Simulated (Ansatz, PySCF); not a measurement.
This Ansatz (an electronic-structure program) input computes a CCSD(T)/cc-pVDZ energy:

Ansatz 0.2 input:
```yaml
crystal:
  periodic: [false, false, false]
  atoms:
    - {symbol: C, position_ang: [-0.59117901, 0.04682750, 0.01488081]}
    - {symbol: F, position_ang: [0.63603258, -0.05038036, -0.01600984]}
    - {symbol: H, position_ang: [-1.16567067, -0.88634511, 0.02648339]}
    - {symbol: H, position_ang: [-1.01154853, 1.05880341, 0.02832029]}
basis:
  gaussian:
    orbitals: cc-pVDZ
total_charge: 1
magnetization: {spin_polarized: false}
correlation: {method: ccsd_t, electrons: outside_noble_gas}
```

**Question.** Write an input for the same energy in PySCF and say what it gives.

**Answer.** 
```python
from pyscf import gto, scf, mp, cc as ccmod

mol = gto.M(
    atom='''
    C    -0.59117901    0.04682750    0.01488081
    F     0.63603258   -0.05038036   -0.01600984
    H    -1.16567067   -0.88634511    0.02648339
    H    -1.01154853    1.05880341    0.02832029
    ''',
    basis='cc-pvdz',
    charge=1,
    spin=0,
    verbose=4,
)

mf = scf.RHF(mol)
mf.conv_tol = 1e-10
mf.max_cycle = 100
mf.kernel()
mp2 = mp.MP2(mf, frozen=2).run()
cc = ccmod.CCSD(mf, frozen=2)
cc.max_cycle = 100
cc.kernel()
et = cc.ccsd_t()
print(f'E(CCSD(T)) = {cc.e_tot + et:.9f}')
```
It gives -138.42949 Eh, and Ansatz -138.42948 Eh, a difference of 0.01 mEh.
